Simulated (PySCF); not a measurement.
HNSi, SMILES [NH+]#[Si-].

The structure is a stationary point at PBE0-D3(BJ)/def2-TZVPD.

Two levels are set side by side: TDA-PBE/def2-TZVPD (PySCF) and TDA-CAM-B3LYP/def2-TZVPD (PySCF). Vertical, same geometry. The lowest singlet is HOMO→LUMO 50 %, HOMO−1→LUMO+1 50 % with PBE and HOMO−1→LUMO+1 49 %, HOMO→LUMO 49 % with the other functional; states are paired by order. Differences are taken from unrounded values.

```json
[
 {"quantity": "lowest singlet excitation (eV)", "TDA-CAM-B3LYP": "4.92"},
 {"quantity": "lowest triplet excitation (TDA) (eV)", "TDA-CAM-B3LYP": "4.12"},
 {"quantity": "first bright state (f over 0.05) (eV)", "TDA-CAM-B3LYP": "6.84"},
 {"quantity": "its oscillator strength", "TDA-CAM-B3LYP": "0.11"}
]
```

Problem. What does TDA-PBE give, and how far is it from TDA-CAM-B3LYP? (Estimate from the structure and the level; the computed values follow.)

Solution. 
```json
[
 {"quantity": "lowest singlet excitation (eV)", "TDA-PBE": "4.80", "TDA-PBE minus TDA-CAM-B3LYP": "-0.12"},
 {"quantity": "lowest triplet excitation (TDA) (eV)", "TDA-PBE": "3.92", "TDA-PBE minus TDA-CAM-B3LYP": "-0.20"},
 {"quantity": "first bright state (f over 0.05) (eV)", "TDA-PBE": "6.66", "TDA-PBE minus TDA-CAM-B3LYP": "-0.18"},
 {"quantity": "its oscillator strength", "TDA-PBE": "0.07", "TDA-PBE minus TDA-CAM-B3LYP": "-0.05"}
]
```

Rough cost on one machine, each run with all the roots and properties that it gave: TDA-CAM-B3LYP against TDA-PBE about 2 times.
